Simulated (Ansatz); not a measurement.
C$_{2}$H$_{6}$ClNSi, SMILES `C/C=N\[SiH2]Cl`. Charge 0, multiplicity 1. Geometry: relaxed with PBE0-D4/def2-TZVP. It is one conformer, not always the lowest.

```xyz
11

C     0.271    1.234    1.056
C    -0.900    0.415    0.627
N    -0.934   -0.516   -0.216
Si    0.076   -1.373   -1.278
Cl    2.088   -0.856   -1.356
H     0.407    1.132    2.137
H     0.059    2.292    0.872
H     1.187    0.949    0.542
H    -1.843    0.680    1.129
H     0.037   -2.792   -0.870
H    -0.449   -1.166   -2.644
```

Question: What is the dipole moment at ωB97M-V/def2-TZVPP? (An estimate is asked.)

Answer: Ansatz gave: 2.32 D, with components (-0.72, 1.53, 1.60) D in this frame, pointing from negative to positive charge.

Question: And with PBE, r2SCAN, B3LYP? (An estimate is asked.)

Answer: Ansatz gave: PBE 2.24 D, r2SCAN 2.34 D, B3LYP 2.28 D.

Question: Give the Mulliken charges with ωB97M-V, B3LYP, r2SCAN in def2-TZVPP. (Estimate.)

Answer: The calculation gave: 
| atom | ωB97M-V | B3LYP | r2SCAN |
| --- | --- | --- | --- |
| C1 | -0.24 | -0.18 | -0.08 |
| C2 | 0.03 | 0.00 | 0.09 |
| N3 | -0.31 | -0.27 | -0.35 |
| Si4 | 0.40 | 0.49 | 0.54 |
| Cl5 | -0.25 | -0.28 | -0.29 |
| H6 | 0.11 | 0.09 | 0.06 |
| H7 | 0.11 | 0.09 | 0.06 |
| H8 | 0.10 | 0.09 | 0.06 |
| H9 | 0.11 | 0.09 | 0.06 |
| H10 | -0.03 | -0.06 | -0.07 |
| H11 | -0.03 | -0.06 | -0.07 |

B3LYP here is the variant with VWN-RPA as its local correlation; programs differ in this.
